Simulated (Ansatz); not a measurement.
Species: CH3Br2Ga, charge 0, multiplicity 1. 
Coordinates optimised at B3LYP-D3(BJ)/def2-TZVP (Ansatz, a quantum-chemistry and plane-wave program):
SMILES: [CH3][Ga]([Br])[Br]
```xyz
7

C     -2.4703    -0.7236    -0.1808
Ga    -0.5919    -0.1758    -0.0496
Br     1.1476    -1.6847     0.0029
Br     0.0418     2.0348     0.0886
H     -2.5398    -1.7110    -0.6328
H     -3.0244     0.0050    -0.7701
H     -2.8933    -0.7589     0.8239
```

Quantity: atomisation energy (electronic, to ground-state atoms), in kcal/mol. Cores are frozen in the correlated levels unless marked. Open shells are spin-unrestricted. No spin-orbit coupling. Frozen are the shells of the preceding noble gas and the d and f shells that filled before the atom's block. No relativistic terms. The coupled-cluster limit lacks core correlation, which all-electron functionals hold. CBS marks a two-point X^-3 extrapolation of the correlation energy; Hartree-Fock from the larger set (for Q and 5 zeta extrapolated as (X+1)exp(-9√X)).

```json
[
 {"level": "HF/6-31G", "program": "Ansatz", "atomisation energy (kcal/mol)": "379.5"},
 {"level": "SVWN5/def2-TZVPD", "program": "Ansatz", "atomisation energy (kcal/mol)": "598.2"},
 {"level": "BLYP/def2-TZVPD", "program": "Ansatz", "atomisation energy (kcal/mol)": "507.3"},
 {"level": "r2SCAN-D4/def2-TZVPD", "program": "Ansatz + dftd4", "atomisation energy (kcal/mol)": "534.3"}
]
```

Q: What does CCSD(T)/CBS(cc-pVQZ,cc-pV5Z) (Ansatz) give?

A: 529.5 kcal/mol, so r2SCAN-D4/def2-TZVPD differs from it by 4.8 kcal/mol.
